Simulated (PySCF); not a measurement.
Species: C5H8OS2.
SMILES with atom numbers: `[CH3:1][S@@:2](=[O:3])[C:4]1=[CH:5][CH2:6][CH2:7][S:8]1` (hydrogens: H9, H10, H11 on C1; H12 on C5; H13, H14 on C6; H15, H16 on C7)

The calculation used PBE/def2-SV(P) geometry optimisation, gas phase in PySCF 2.14.0.

Problem. Give the optimised bond lengths and angles.

Solution. 
| bond | length (bohr) |
| --- | --- |
| C1–S2 | 3.500 |
| S2=O3 | 2.866 |
| S2–C4 | 3.447 |
| C4=C5 | 2.553 |
| C5–C6 | 2.856 |
| C6–C7 | 2.914 |
| C7–S8 | 3.513 |
| C4–S8 | 3.355 |
| C1–H9, C1–H10, C1–H11 | 2.098 |
| C5–H12 | 2.083 |
| C6–H13 | 2.103 |
| C6–H14 | 2.114 |
| C7–H15 | 2.096 |
| C7–H16 | 2.102 |

Bonds in one row agree within 0.02 bohr and their mean is given. A selection of angles:
| angle | degrees |
| --- | --- |
| C1–S2–O3 | 106.3 |
| C1–S2–C4 | 95.8 |
| O3–S2–C4 | 106.3 |
| S2–C4–C5 | 120.8 |
| S2–C4–S8 | 123.0 |
| C5–C4–S8 | 116.0 |
| C4–C5–C6 | 113.4 |
| C5–C6–C7 | 106.7 |
| C6–C7–S8 | 106.8 |
| C4–S8–C7 | 89.3 |

Dihedral angles: C1–S2–C4–C5 -120° (anticlinal); S2–C4–C5–C6 -179° (antiperiplanar); C4–C5–C6–C7 22° (synperiplanar); C5–C6–C7–S8 -29° (synperiplanar); C6–C7–S8–C4 23° (synperiplanar); S2–C4–S8–C7 162° (antiperiplanar).

S8 (sulfide sulfur) is bent (angle 89.3°). The C–S distances run from 1.775 Å (C4–S8, drawn single) to 1.859 Å (C7–S8, drawn single), a spread of 0.084 Å. Of the pairs four or more bonds apart, O3···H12 is among the closest relative to their van der Waals radii: 2.55 Å, 94 % of the sum of Bondi's values. The C–C distances run from 1.351 Å (C4=C5, drawn double) to 1.542 Å (C6–C7, drawn single), a spread of 0.191 Å. S2 (sulfinyl sulfur) is pyramidal (angles 106.3°, 106.3° and 95.8°, sum 308.5°, 0.73 Å off the plane of its three neighbours). The 5-membered ring C4–C5–C6–C7–S8 has internal angles of 89.3° to 116.0° (sum 532°, against 540° for a flat polygon); it is puckered, 0.13 Å rms from its mean plane, widest ring torsion 29°.

Point group: C1 (no symmetry element, even within 0.4 Å). PBE/def2-SV(P) frequencies: not computed here. The numbers are those of one conformer.
